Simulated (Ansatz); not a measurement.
Cartesian coordinates (Å):
SMILES: O=[SiH][SiH2]O
```xyz
8

O      2.7865     0.7293    -0.1444
Si     1.6357    -0.2713    -0.0398
Si    -0.6043     0.4531    -0.0068
O     -1.5165    -0.9184     0.1064
H      1.8597    -1.7491     0.0461
H     -0.8030     1.3670     1.1512
H     -0.8844     1.2242    -1.2486
H     -2.4738    -0.8349     0.1359
```
Charge 0, spin multiplicity 1.

Level of theory: frozen-core CCSD(T)/cc-pVTZ // r2SCAN-D4/def2-TZVP (Ansatz, a first-principles code).

```json
{
  "HF energy": "-730.03614 Ha",
  "MP2 correlation energy": "-0.71652 Ha"
}
```

Q: Estimate the CCSD correlation energy, the (T) correction, the total energy and the T1 diagnostic.

A: 
The CCSD correlation energy comes out as -0.74177 Ha and the (T) correction comes out as -0.03020 Ha. The CCSD(T) total energy comes out as -730.80811 Ha and the T1 diagnostic is 0.019.
